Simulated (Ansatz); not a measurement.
Computed with Ansatz on PBE0-D4/def2-TZVP structures; ΔE is electronic, products minus reactants. CCSD(T)/CBS is the MP2 limit (def2-TZVPP, def2-QZVPP) plus CCSD(T) − MP2 in def2-TZVPP, frozen cores. Functionals use def2-TZVPP. B3LYP here is the variant with VWN-RPA as its local correlation; programs differ in this. One conformer a species, not always the lowest.

Reaction (ligand exchange at the Si–C bond): `N[SiH2]C[SiH2]N` + `N[SiH2]S` → `N[SiH2]S[SiH2]N` + `C[SiH2]N`

```json
{"level": "r2SCAN-D4", "ΔE (kJ/mol)": "-69.8"}
{"level": "B3LYP-D4", "ΔE (kJ/mol)": "-67.6"}
{"level": "PBE", "ΔE (kJ/mol)": "-70.1"}
{"level": "PBE0", "ΔE (kJ/mol)": "-69.3"}
{"level": "MP2/def2-QZVPP", "ΔE (kJ/mol)": "-70.9"}
{"level": "SCS-MP2/def2-QZVPP", "ΔE (kJ/mol)": "-68.7"}
{"level": "HF/CBS(def2)", "ΔE (kJ/mol)": "-66.7"}
{"level": "CCSD/CBS(def2)", "ΔE (kJ/mol)": "-66.1"}
```

Question: What does CCSD(T)/CBS give? (Estimate.)

Answer: Computed: -67.4 kJ/mol. The listed levels differ from it by -2.4, -0.2, -2.7, -1.9, -3.5, -1.3, 0.7, 1.3 kJ/mol.

Largest T1 diagnostic among the species: 0.011.
